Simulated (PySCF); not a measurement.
# Fractional electron number in Cr⁺ (chromium, charge +1)

The 3d alpha orbital of [Ar] 3d5 is emptied in steps (occupation f), with all orbitals relaxed, ending at [Ar] 3d4. Calculation: PySCF 2.14, in aug-cc-pVDZ; no relativity, point nucleus. The exact energy is a straight line in f; departures are measured from the line between the end points of the same method.

**Question.** Among BHandHLYP, wB97X, r2SCAN0, which shows the largest delocalisation error (convex curve), and which is closest to linear?

**Answer.** Most convex: r2SCAN0 (-1.001 eV at f = 0.4); closest to linear: wB97X (-0.461 eV).

```json
{"f": "1", "BHandHLYP (eV)": "0.000", "wB97X (eV)": "0.000", "r2SCAN0 (eV)": "0.000"}
{"f": "0.8", "BHandHLYP (eV)": "-0.353", "wB97X (eV)": "-0.287", "r2SCAN0 (eV)": "-0.653"}
{"f": "0.6", "BHandHLYP (eV)": "-0.543", "wB97X (eV)": "-0.447", "r2SCAN0 (eV)": "-0.991"}
{"f": "0.4", "BHandHLYP (eV)": "-0.555", "wB97X (eV)": "-0.461", "r2SCAN0 (eV)": "-1.001"}
{"f": "0.2", "BHandHLYP (eV)": "-0.377", "wB97X (eV)": "-0.316", "r2SCAN0 (eV)": "-0.673"}
{"f": "0", "BHandHLYP (eV)": "0.000", "wB97X (eV)": "0.000", "r2SCAN0 (eV)": "0.000"}
```

```json
{"method": "BHandHLYP", "E(f=0) − E(f=1) (eV)": "16.369", "−ε at f=1 (eV)": "14.231", "−ε at f=0.4 (eV)": "16.775"}
{"method": "wB97X", "E(f=0) − E(f=1) (eV)": "16.473", "−ε at f=1 (eV)": "14.748", "−ε at f=0.4 (eV)": "16.789"}
{"method": "r2SCAN0", "E(f=0) − E(f=1) (eV)": "16.750", "−ε at f=1 (eV)": "12.729", "−ε at f=0.4 (eV)": "17.537"}
```

Reference removal energy between the ground levels: 16.486 eV (measured; NIST Atomic Spectra Database, ionization energies). The calculation has no spin-orbit coupling. The determinant left behind need not be the lowest term of the ion.
